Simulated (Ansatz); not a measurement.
The pair A = CH5N (SMILES CN) (first 7 atoms), B = CH4S (SMILES CS); geometry from B3LYP-D3(BJ)/def2-TZVP.
(charge 0, multiplicity 1):
```xyz
13

C      0.418     0.390     0.463
N     -0.362    -0.817     0.738
H      1.425     0.262     0.862
H     -0.035     1.233     0.987
H      0.503     0.649    -0.599
H      0.070    -1.636     0.327
H     -1.295    -0.743     0.350
C      1.169     0.094     4.283
S     -0.639    -0.089     4.129
H      1.557     0.812     3.563
H      1.366     0.465     5.287
H      1.672    -0.864     4.160
H     -0.632    -0.583     2.868
```

Frozen-core correlation. MP2 and its Hartree–Fock in aug-cc-pV(T+d)Z are density fitted.

Codes used: Ansatz (Gaussian orbitals). Each number belongs to the level named beside it.

The counterpoise-corrected interaction energy is E(AB) − E(A in the pair's basis) − E(B in the pair's basis). Total energies (hartree):

```csv
level,AB,A in the pair's basis,B in the pair's basis
HF/aug-cc-pV(D+d)Z,-532.9656910,-95.2311661,-437.7345302
MP2/aug-cc-pV(D+d)Z,-533.6196209,-95.5746275,-438.0393402
HF/aug-cc-pV(T+d)Z,-533.0145584,-95.2554869,-437.7592963
MP2/aug-cc-pV(T+d)Z,-533.8044101,-95.6674593,-438.1305999
CCSD(T)/aug-cc-pV(D+d)Z,-533.7062415,-95.6146874,-438.0866736
```

Task: Work out the counterpoise-corrected interaction energy at the basis-set limit: extrapolate the MP2 correlation part as X⁻³, take Hartree–Fock from the larger set, and add the CCSD(T) − MP2 difference of aug-cc-pV(D+d)Z.

Result: 
1. Differences (1 hartree = 627.509 kcal/mol): HF/aug-cc-pV(D+d)Z 0.003; MP2/aug-cc-pV(D+d)Z -3.547; HF/aug-cc-pV(T+d)Z 0.141; MP2/aug-cc-pV(T+d)Z -3.985; CCSD(T)/aug-cc-pV(D+d)Z -3.062.
2. Correlation parts, MP2 less HF: -3.551 in aug-cc-pV(D+d)Z (X = 2), -4.126 in aug-cc-pV(T+d)Z (X = 3).
3. Limit (3³·(-4.126) − 2³·(-3.551))/(3³ − 2³) = -4.369; with HF/aug-cc-pV(T+d)Z it gives -4.228.
4. CCSD(T) less MP2 in aug-cc-pV(D+d)Z: 0.485.
Result: -3.74 kcal/mol, against -3.55 at MP2/aug-cc-pV(D+d)Z. It is an estimate of this method's limit, not of the exact value.

Ansatz is an electronic-structure program.
